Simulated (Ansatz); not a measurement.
Basis-set series for `[O]=[Mo](=[O])=[O]`. Total charge 0; spin multiplicity 1. Mo: def2 effective core potential. The structure was optimised at the PBE0-D4/def2-TZVP level.

```
functional       basis  functions  energy (Eh)  HOMO (eV)  LUMO (eV)
   PBE0-D4  def2-TZVPP        149   -293.79803      -9.07      -4.69
   PBE0-D4  def2-QZVPP        252   -293.81370      -9.11      -4.71
   ωB97M-V  def2-TZVPP        149   -293.88630     -11.41      -2.94
   ωB97M-V  def2-QZVPP        252   -293.90156     -11.45      -2.97
```

Problem. Give the rows for def2-SVP. (Estimate.)

Solution. The calculation gave: 
```tsv
functional	basis	functions	energy (Eh)	HOMO (eV)	LUMO (eV)
PBE0-D4	def2-SVP	73	-293.49330	-9.03	-4.71
ωB97M-V	def2-SVP	73	-293.57477	-11.36	-2.95
```

Computed with Ansatz.
